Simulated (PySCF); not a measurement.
# TDDFT excited states: CH6AsBS

Compound: CH6AsBS.
InChI=1S/CH6AsBS/c1-4-3-2/h3H,2H2,1H3

The calculation used TDDFT B3LYP/def2-SVPD, vertical, gas phase, core orbitals frozen in the response in PySCF. One conformer (not necessarily the lowest) at the PBE0-D3(BJ)/def2-SVP geometry, without solvent, vibrations or thermal averaging. The B3LYP/def2-SVPD calculation is non-relativistic and has no spin–orbit coupling, an omission that weighs most on arsenic. Torsions of this conformer, `[CH3:1][S:2][BH:3][AsH2:4]`: C1–S2–B3–As4 6°, H–As4–B3–S2 -48°, H–As4–B3–S2 -144°.

Task: What does the calculation give for the low-lying excited states?

Result: 

```csv
state,λ (nm),E (eV),f,"main configurations (H = HOMO, L = LUMO)"
S1,260.8,4.75,0.070,H→L (90%)
S2,221.7,5.59,0.100,"H-1→L (77%), H-2→L (11%)"
S3,209.0,5.93,0.079,H→L+1 (94%)
S4,199.8,6.21,0.051,"H→L+2 (73%), H-2→L (18%)"
S5,197.7,6.27,0.0046,"H-2→L (59%), H→L+2 (21%), H-1→L (9%)"
S6,191.6,6.47,0.012,"H-3→L (44%), H→L+3 (27%), H-1→L+1 (21%)"
S7,188.8,6.57,0.014,"H-1→L+1 (52%), H-3→L (40%)"
S8,185.7,6.68,0.042,"H→L+3 (61%), H-1→L+1 (20%)"
S9,178.7,6.94,0.016,H-1→L+2 (88%)
S10,173.5,7.15,0.053,H→L+4 (88%)
```

Triplets, Tamm–Dancoff:

```tsv
state	E (eV)	λ (nm)	main configurations (H = HOMO, L = LUMO)
T1	3.98	311.3	H→L (98%)
T2	4.37	283.5	H-1→L (97%)
T3	5.50	225.3	H→L+2 (78%), H→L+1 (9%)
T4	5.54	223.8	H-2→L (82%), H→L+1 (12%)
```

The lowest singlet lies at 4.75 eV (261 nm, ultraviolet) and is of moderate strength; its leading configuration is HOMO→LUMO (90%). The most intense listed level is S2 at 5.59 eV (222 nm, f = 0.100), 0.84 eV above S1. Löwdin shares by element: HOMO arsenic 51%, sulfur 18%, boron 15%, hydrogen 6% or more; LUMO boron 44%, sulfur 23%, arsenic 16%, hydrogen 7% or more. The listed states span 2.39 eV, and the widest gap between neighbours is 0.84 eV (S1 to S2). The oscillator strengths of these states sum to 0.441; summed over the whole spectrum of an exact calculation they would give the number of electrons, 66 (Thomas–Reiche–Kuhn). Of the 10 states listed, 9 reach f = 0.01 and none stays under 0.0005. The vertical ionisation energy (ΔSCF) is 9.14 eV, 1.99 eV above S10. Only the lowest 10 singlets were computed, as vertical energies without vibronic structure.

Hardware: one thread, x86-64 server, no GPU, on a shared host. Cost: 59 s of wall time.
